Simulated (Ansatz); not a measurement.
CH$_{3}$ClIIn, SMILES `[CH3][In]([Cl])[I]`, 7 atoms. Total charge 0; spin multiplicity 1. Correlated methods include outer-core shells of I, In, which these sets cover unevenly. In, I: def2 effective core potential. All runs use 4 threads of an Arm Neoverse V1 on a shared host. Correlated methods freeze the cores.

(1) Give the basis size and wall time and peak host memory of each of these runs in Ansatz. RHF-CCSD(T)/def2-SVP energy; RKS BHLYP-D4/def2-TZVPP energy; direct RPA on PBE orbitals/def2-TZVPP energy; RKS PBE0-D4/def2-SVP energy; RKS PBE0-D4/def2-TZVPP energy; RKS PBE0-D4/def2-TZVP relaxation (8 steps); RKS BLYP-D4/def2-TZVPP energy; RHF-CCSD(T)/def2-TZVPP energy; RKS PBE0-D4/def2-TZVP frequencies; RKS B97M-V/def2-TZVPP energy; RKS PBE0-D4/def2-QZVPP energy; RKS ωB97M-V/def2-QZVPP energy. (Estimate.)

## Answers

(1) Ansatz gave: Other jobs shared the machine, so times are rough.

```csv
level,job,functions,wall time,peak host memory (GiB)
RKS PBE0-D4/def2-SVP,energy,99,1.4 s,0.43
RKS BLYP-D4/def2-TZVPP,energy,215,1.9 s,0.29
RKS PBE0-D4/def2-TZVPP,energy,215,3 s,0.68
RKS BHLYP-D4/def2-TZVPP,energy,215,3.7 s,0.71
direct RPA on PBE orbitals/def2-TZVPP,energy,215,5.5 s,0.56
RHF-CCSD(T)/def2-SVP,energy,99,6.5 s,0.47
RKS PBE0-D4/def2-QZVPP,energy,381,7 s,1.4
RKS B97M-V/def2-TZVPP,energy,215,10 s,0.4
RKS ωB97M-V/def2-QZVPP,energy,381,17 s,1.6
RKS PBE0-D4/def2-TZVP,relaxation (8 steps),186,33 s,0.55
RKS PBE0-D4/def2-TZVP,frequencies,186,110 s,0.54
RHF-CCSD(T)/def2-TZVPP,energy,215,3.2 min,3.8
```
